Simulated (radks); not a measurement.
Results of a calculation; reference values are marked as such.
Kr V, configuration [Ar] 3d10 4s2 4p2.

Code: a radial shooting solver on a logarithmic mesh with Libxc functionals. Model: scalar-relativistic Kohn-Sham, LDA (Slater exchange, VWN5 correlation), spin-polarised, spherical densities, finite nucleus; open shells are filled with parallel spins first; Fermi nuclear charge, rms radius 4.1884 fm.

Energy parts (eV):
| part | energy |
|---|---|
| total | -75707.652 |
| kinetic | 77417.947 |
| electron-nucleus | -180909.022 |
| Hartree | 30268.193 |
| exchange-correlation | -2484.769 |

Orbitals (lengths in bohr, moments of r in powers of bohr; <r^-3> diverges for s and p1/2; r(90%) holds 90 % of the orbital's charge):
| orbital | occ. | eigenvalue (eV) | r(90%) | <1/r> | <r^-3> |
|---|---|---|---|---|---|
| 1s up | 1 | -14193.84 | 0.0743 | 36.72 | - |
| 1s down | 1 | -14193.61 | 0.0743 | 36.72 | - |
| 2s up | 1 | -1919.231 | 0.284 | 8.152 | - |
| 2s down | 1 | -1919.080 | 0.284 | 8.152 | - |
| 2p up | 3 | -1705.321 | 0.261 | 7.981 | 1494 |
| 2p down | 3 | -1705.108 | 0.261 | 7.980 | 1494 |
| 3s up | 1 | -319.7893 | 0.790 | 2.699 | - |
| 3s down | 1 | -319.4878 | 0.789 | 2.700 | - |
| 3p up | 3 | -251.6241 | 0.824 | 2.549 | 222.8 |
| 3p down | 3 | -251.2823 | 0.823 | 2.551 | 223.0 |
| 3d up | 5 | -138.3228 | 0.906 | 2.279 | 27.13 |
| 3d down | 5 | -137.9040 | 0.901 | 2.284 | 27.23 |
| 4s up | 1 | -74.2154 | 2.07 | 0.9386 | - |
| 4s down | 1 | -71.8261 | 2.07 | 0.9413 | - |
| 4p up | 2 | -57.7339 | 2.33 | 0.8312 | 28.47 |
| 4p down | 0 | -55.3539 | 2.35 | 0.8288 | 28.39 |
| 4d up | 0 | -34.3752 | 3.07 | 0.6305 | 2.478 |
| 4d down | 0 | -32.4180 | 3.17 | 0.6125 | 2.306 |
| 5s up | 0 | -29.0106 | 4.29 | 0.4432 | - |
| 5s down | 0 | -28.2063 | 4.37 | 0.4324 | - |

The highest occupied level is 4p up at -57.734 eV. Summed over all electrons, <r^2> = 17.05 bohr^2, which gives a Langevin (diamagnetic) susceptibility term of -13.5 x 10^-6 cm^3/mol. The electron density at the nucleus is 4.992e+04 e/bohr^3 (large components only). For comparison, the ionisation energy in NIST's Atomic Spectra Database is 64.7 eV (semi-empirical). In exact Kohn-Sham theory the highest level is minus the ionisation energy, but local and semilocal functionals leave it too shallow, through self-interaction and a potential that decays too fast; potentials with the right tail come closer.
